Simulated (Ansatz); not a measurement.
Spectroscopic constants of NaSi-, multiplicity 5 (an upper state: multiplicity 3 came lower at CCSD(T)/def2-TZVPP on PBE0 minima).

Seven points along R, fitted to fifth degree in 1/R; most abundant isotopes. In def2 and cc sets the state is the lowest found near the PBE0 minimum, followed along R.

Correlated levels freeze the inner cores; with def2 sets outer-core shells near the valence are correlated too.

The values were computed with Ansatz (an electronic-structure program) with Gaussian orbitals. 

Problem. What bond length and harmonic frequency does PBE0/def2-TZVPP give?

Solution. r_e = 2.943 Å, ω_e = 176 cm⁻¹.

Problem. What bond length and harmonic frequency does wB97X-V/def2-TZVPP give?

Solution. r_e = 2.934 Å, ω_e = 181 cm⁻¹.

Problem. What bond length and harmonic frequency does CCSD(T)/def2-TZVPP give?

Solution. r_e = 2.947 Å, ω_e = 179 cm⁻¹.
